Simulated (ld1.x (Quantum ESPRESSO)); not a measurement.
## What one change does to a pseudopotential (Fe (Z = 26), PAW)

ld1.x (Quantum ESPRESSO) 7.5 input, shortened:

```
&input
   title='Fe', zed=26., rel=0, dft='PZ', iswitch=3,
   config='[Ar] 3d6 4s1.75 4p0.25'
 /
 &inputp
   pseudotype=3, lpaw=.true., tm=.true., lloc=-1, rcloc=1.85,
   nlcc=.true.,
   which_augfun='BESSEL', rmatch_augfun=1.35
 /
6
4S  1  0   1.75   0.00  2.10  2.65  0.0
4S  1  0   0.00   0.85  2.10  2.65  0.0
4P  2  1   0.25   0.00  2.00  2.35  0.0
4P  2  1   0.00   4.25  2.00  2.35  0.0
3D  3  2   6.00   0.00  1.20  1.55  0.0
3D  3  2   0.00   0.90  1.20  1.55  0.0
 &test
   configts(1)='3d6 4s1.75 4p0.25'
 /
```

Change: scalar-relativistic.

Cutoffs: the cutoffs (Ry, on a coarse ladder) from which the occupation-weighted sum of valence levels, in a spherical-Bessel basis at the reference potential, stays within 10 and 1 mRy of its value at 400 Ry; they do not see the model core or the augmentation charge, which bear on the density cutoff. Errors are all-electron minus pseudo energies relative to the spin-unpolarised reference configuration.

Question: What does the change do?

Answer: The potential gets neither clearly harder nor softer (45 Ry and 70 Ry → 45 Ry and 70 Ry); of the 9 tests that both files solve, the error grows in 0 and shrinks in 2 by more than 15 % and 0.3 meV (median size 15.5 → 14.5 meV); neither file shows a bound ghost.

| quantity | base | changed |
| --- | --- | --- |
| cutoff, loose | 45 Ry | 45 Ry |
| cutoff, tight | 70 Ry | 70 Ry |
| bound ghosts | none | none |
| error for 3d6 4s2 4p0, meV [ΔE -0.99 → -1.02 eV] | +0.1 | +0.3 |
| error for 3d6 4s1 4p0, meV [ΔE 7.86 → 7.96 eV] | +1.1 | +0.6 |
| error for 3d6 4s0 4p0, meV [ΔE 24.13 → 24.45 eV] | +6.0 | +4.4 |
| error for 3d6 4s0 4p2, meV [ΔE 7.35 → 7.59 eV] | +4.4 | +4.2 |
| error for 3d7 4s0 4p0, meV [ΔE 5.40 → 5.84 eV] | -83 | -80 |
| error for 3d6.5 4s1.5 4p0, meV [ΔE -1.90 → -1.77 eV] | -18 | -16 |
| error for 3d7 4s1 4p0, meV [ΔE -2.12 → -1.85 eV] | -58 | -54 |
| error for 3d6 4s1.75 4p0.25 (spin-polarised), meV [ΔE -3.58 → -3.56 eV] | -16 | -15 |
| error for 3d6 4s2 4p0 (spin-polarised), meV [ΔE -4.40 → -4.41 eV] | -17 | -16 |
| s: phases at 2.89 bohr within 0.05 rad from the reference energy up to (Ry; the scan ends near 5) | 2.5 | 2.5 |
| p: phases at 2.89 bohr within 0.05 rad from the reference energy up to (Ry; the scan ends near 5) | to the end of the scan | to the end of the scan |
| d: phases at 2.89 bohr within 0.05 rad from the reference energy up to (Ry; the scan ends near 5) | to the end of the scan | to the end of the scan |
| lowest overlap eigenvalue by channel | s 0.35, p 0.73, d 0.74 | s 0.35, p 0.73, d 0.78 |
